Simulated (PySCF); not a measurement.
Two species compared at the same levels of theory.

First species: C7H7FOSi.
SMILES with atom numbers: `[CH3:1][C:2]#[C:3][C:4]1=[C:5]([F:6])[O:7][CH:8]=[CH:9][SiH2:10]1` (hydrogens: H11, H12, H13 on C1; H14 on C8; H15 on C9; H16, H17 on Si10)

Second species: C2H8O5Si2.
SMILES: `CC(=O)O[SiH2]O[SiH](O)O`

Levels: PBE0/pcSseg-1 for HOMO energy, LUMO energy and HOMO–LUMO gap. Geometries: GFN2-xTB. Each structure is a single optimised conformer of the isolated species, non-relativistic unless stated; the electronic structure was computed with PySCF and density fitting.

```csv
property,column X,column Y
HOMO energy,-6.43 eV,-8.60 eV
LUMO energy,-0.85 eV,-0.45 eV
HOMO–LUMO gap,5.58 eV,8.15 eV
```

Which column belongs to which species?

Column X is the first species and column Y the second. The first has 17 atoms and 80 electrons, the second 17 and 88.

How does each property change from the first species to the second?

HOMO energy -2.17 eV; LUMO energy +0.40 eV; HOMO–LUMO gap +2.57 eV.

On the first:  GFN2-xTB frequencies show an imaginary mode (29i cm⁻¹), so this geometry is no minimum at that level.

